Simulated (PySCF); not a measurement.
# Solvent effects on NMR parameters

Structure with atom numbers: `[CH3:1][CH2:2][B@@H-:3]([CH3:4])[NH2+:5][CH3:6]`. Hydrogens are named by the atom that carries them. Ha(C2), Ha(N5) are pro-R; Hb(C2), Hb(N5) are pro-S.

GIAO PBE0/pcSseg-1 in PySCF on one PBE0-D3(BJ)/def2-SVP conformer, non-relativistic, equivalent nuclei averaged. Solvents enter as an IEF-PCM continuum (cyclohexane with ε = 2.0, dichloromethane with ε = 8.9) around the gas-phase geometry. Shifts are referred to TMS, BF3·OEt2 computed in the same medium.

In cyclohexane, δ in ppm: C6 31.4, C2 18.0, C1 14.4, C4 4.2, B3 -9.6, Ha(N5) 3.11, H(C6) 2.51, H(B3) 1.86, Hb(N5) 1.52, H(C1) 0.83, Ha(C2) 0.41, Hb(C2) -0.26, H(C4) -0.32. Dipole moment 5.24 D.

(1) How does each δ change in the more polar medium?

(2) Which nuclei move most (in ppm), and what does the model miss?

Results:

(1) 
| atoms | environment | Δδ, dichloromethane |
| --- | --- | --- |
| C6 | methyl carbon bonded to N | +0.5 |
| C2 | sp3 CH2 bonded to B | +0.3 |
| C1 | methyl carbon | 0.0 |
| C4 | methyl carbon bonded to B | -0.2 |
| B3 | boron bonded to 2 C, N, H | -0.1 |
| Ha(N5) | hydrogen on a donor nitrogen of a Lewis adduct | +0.18 |
| H(C6) | hydrogen on a methyl carbon bonded to N | 0.00 |
| H(B3) | hydrogen on a boron bonded to 2 C, N | -0.28 |
| Hb(N5) | hydrogen on a donor nitrogen of a Lewis adduct | +0.34 |
| H(C1) | hydrogen on a methyl carbon | +0.02 |
| Ha(C2) | hydrogen on an sp3 CH2 bonded to B | -0.23 |
| Hb(C2) | hydrogen on an sp3 CH2 bonded to B | +0.05 |
| H(C4) | hydrogen on a methyl carbon bonded to B | -0.06 |

Changes are relative to cyclohexane. The dipole moment becomes 5.93 D in dichloromethane.

(2) C6 (methyl carbon bonded to N, +0.5 ppm) in dichloromethane. A continuum only polarises the solute; specific hydrogen bonds, the anisotropy of aromatic solvents and changes of geometry or conformer are outside it.
